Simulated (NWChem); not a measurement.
Molecule: C4H4ClF; SMILES CC(F)=C=CCl

Results from NWChem. Structure relaxed at the B3LYP/6-31G* (spherical d) level. Level: B3LYP/def2-SVP with SMD (1 M gas to 1 M solution), gas-phase geometry.

Order these by “dipole in solution (D)”, lowest first: anisole; benzene; ethylene glycol; 1-octanol.

benzene (2.36), anisole (2.48), 1-octanol (2.57), ethylene glycol (2.62)
